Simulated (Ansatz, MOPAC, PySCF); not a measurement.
Dimer: N2 (SMILES N#N) (first 2 atoms) with HI (SMILES I); geometry from B3LYP-D3(BJ)/def2-TZVP, rigid monomers moved along the line of their centres of mass till N2···H4 is 2.34 Å.
(charge 0, multiplicity 1):
```xyz
4

N      0.10168     0.11003    -1.00507
N      0.21014     0.11947     0.08007
I      0.48674     0.15672     4.02960
H      0.40229     0.14049     2.41673
```

Interaction energies are E(AB) − E(A) − E(B) at the monomers' geometry in the complex; basis-set methods are counterpoise corrected. Rows marked so take none.

Cores are frozen in the correlated methods. Filled d and f shells under p-block atoms count as core. CBS: X⁻³ extrapolation of the correlation energy, Hartree–Fock from the larger set. Rows in 3-21G, STO-3G carry no dispersion term and start afresh at each structure; the Pople sets are all-electron and without relativity. The state reached by AM1, PM3, PM6, PM7 isn't checked; PM7 holds dispersion and hydrogen-bond terms.

The values were computed with Ansatz (a quantum-chemistry and plane-wave program) with Gaussian orbitals; MOPAC for AM1, PM3, PM6, PM7 (differences of heats of formation); PySCF for 3-21G rows, STO-3G rows, the dispersion terms.  In def2 rows elements past Kr take small-core potentials, without spin–orbit coupling.

Other levels give for the interaction energy: PBE/def2-TZVPPD -1.4; B3LYP/def2-TZVPPD 1.3; B3LYP-D3(BJ)/def2-TZVPPD -2.4; wB97M-V/def2-TZVPPD -1.2; CCSD(T)/CBS(def2-TZVPPD, def2-QZVPPD) -2.1 kJ/mol.

Common cheap choices:

```csv
level,interaction energy (kJ/mol)
AM1,3.9
PM3,0.6
PM6,-3.4
PM7,-7.8
HF/STO-3G (no counterpoise),-0.8
HF/3-21G (no counterpoise),-1.3
B3LYP/3-21G (no counterpoise),-7.5
```
